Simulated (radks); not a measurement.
Species: Zn+. Configuration: [Ar] 3d10 4s1. Method: non-relativistic Kohn-Sham, PBE, spin-polarised, spherical densities, point nucleus; open shells are filled with parallel spins first; computed with a radial shooting solver on a logarithmic mesh with Libxc functionals. Some entries of the table are withheld. Estimate them.

orbital,occ.,eigenvalue (hartree),<r^2> (bohr^2)
1s up,1,-345.9847,0.003500
1s down,1,-345.9831,0.003500
2s down,1,-41.95084,0.06221
2s up,1,-41.95048,0.06221
2p up,3,-37.01454,0.04883
2p down,3,-37.01446,0.04884
3s up,1,-4.94511,0.5538
3s down,1,-4.94422,0.5529
3p up,3,(1),0.6109
3p down,3,(2),0.6088
3d up,5,-0.74018,1.082
3d down,5,-0.73256,1.043
4s up,1,-0.52280,6.776
4s down,0,-0.47890,6.767

Answer. 
(1) 3p up eigenvalue (hartree): -3.37829
(2) 3p down eigenvalue (hartree): -3.37662
